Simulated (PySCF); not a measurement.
Positional isomers: propene chloro+silyl. All species are isolated molecules in the gas phase. One relaxed conformer stands for each flexible species; it need not be the lowest. Strings in code marks are SMILES.

Method: PySCF 2.14.0 with TPSSh-D3(BJ)/def2-TZVP // CAM-B3LYP-D3(BJ)/def2-TZVP. All candidates: neutral, multiplicity 1. Excitations are Tamm–Dancoff values on a coarser integration grid. The basis has no diffuse functions, so Rydberg states are missing or too high.

```yaml
LUMO: -1.09 eV
T1 excitation (TDA): 4.02 eV
brightest of the four lowest singlets (TDA): 6.37 eV
```

Q: Say which member has these values.
(A) `C/C=C(\[SiH3])Cl`
(B) `C/C(Cl)=C/[SiH3]`
(C) `C/C=C(/[SiH3])Cl`
(D) `C=C(Cl)C[SiH3]` (Cl–C–C–Si torsion 74°)

A: B, `C/C(Cl)=C/[SiH3]`. The others give `C=C(Cl)C[SiH3]` (Cl–C–C–Si torsion 74°): -0.59 eV, 4.16 eV, 6.77 eV; `C/C=C(\[SiH3])Cl`: -1.02 eV, 3.86 eV, 6.16 eV; `C/C=C(/[SiH3])Cl`: -0.84 eV, 4.08 eV, 6.57 eV
